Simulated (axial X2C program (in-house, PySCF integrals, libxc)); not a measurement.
**Which functional? An output for TcS**

An SCF output computed with an axial X2C code built on PySCF integrals for TcS at 2.123 Å, two-component, state Ω = 5/2, Tc dyall-cv3z [12s12p8d5f3g], S dyall-av3z [9s8p3d2f] (cores contracted in-house), without its first line:

```
basis functions 212  fitting functions 988  grid points 5080
iter        total energy     max residual
   1      -4679.930589437     4.30e-01
   2      -4679.963103527     1.60e-02
   3      -4679.968216141     1.06e-01
   4      -4679.971669434     2.91e-02
   5      -4679.973365711     1.65e-02
   6      -4679.974309287     2.37e-02
   7      -4679.974912216     1.38e-02
   8      -4679.975169170     1.31e-03
   9      -4679.975247409     3.58e-03
  10      -4679.975282959     3.08e-03
  11      -4679.975302614     6.12e-04
  12      -4679.975310015     7.21e-04
  13      -4679.975312253     5.87e-04
  14      -4679.975312901     1.50e-04
  15      -4679.975313097     8.94e-05
  16      -4679.975313156     8.90e-05
  17      -4679.975313176     2.88e-05
  18      -4679.975313192     3.18e-05
  19      -4679.975313207     6.27e-05
  20      -4679.975313216     4.35e-05
  21      -4679.975313218     1.03e-05
  22      -4679.975313218     1.12e-06
converged
one-electron -6794.86368816  Coulomb 2098.18024091  exact exchange -152.65786071  xc functional 0.00000000  nuclear repulsion 171.49030669  atomic mean-field constant -2.12431195
```

**Question.** Which level of theory produced it?
A. HF
B. PBE0
C. BLYP

**Answer.** A. The exact-exchange term against the functional term shows a share of 1 of exact exchange.
